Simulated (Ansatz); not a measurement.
## Relaxing a trial structure of C5H4FNS

The starting geometry of this gas-phase singlet was optimised with GFN2-xTB; its bonds are those of `C=Cc1nc(F)cs1`.

```csv
atom,x (Å),y (Å),z (Å)
C,-0.8802,-1.0178,1.5902
C,-0.0407,-0.5451,0.6726
C,-0.4806,0.0172,-0.5737
C,-1.7827,0.7024,-2.1762
C,-0.6074,1.0488,-2.7769
F,-2.9773,0.8984,-2.7290
N,-1.7085,0.1361,-0.9656
S,0.6892,0.6293,-1.7385
H,-0.5271,-1.4347,2.5165
H,-1.9427,-0.9937,1.4224
H,1.0305,-0.5596,0.8198
H,-0.4525,1.5062,-3.7311
```

Where would you expect an optimisation with PBE-D3(BJ)/def2-SVP to take it?

It keeps its bonds, and is `C=Cc1nc(F)cs1`.

The energy falls by 0.11 eV over 6 steps:

```tsv
step	E − E(last) (eV)
1	0.106
2	0.009
3	0.000
4	0.000
5	0.000
6	0.000
```

Final geometry (Å):

```xyz
12

C    -0.8779   -1.0346    1.6233
C    -0.0379   -0.5485    0.6829
C    -0.4862    0.0209   -0.5790
C    -1.7962    0.7128   -2.1983
C    -0.5993    1.0609   -2.8048
F    -2.9868    0.9139   -2.7599
N    -1.7407    0.1419   -0.9775
S     0.6936    0.6307   -1.7442
H    -0.4943   -1.4563    2.5636
H    -1.9666   -1.0155    1.4610
H     1.0527   -0.5674    0.8449
H    -0.4402    1.5285   -3.7818
```

No frequencies were run, so the end isn't proven a minimum. Run with Ansatz 0.2.0, 10 s on 4 threads of Arm Neoverse V1, on a shared host.
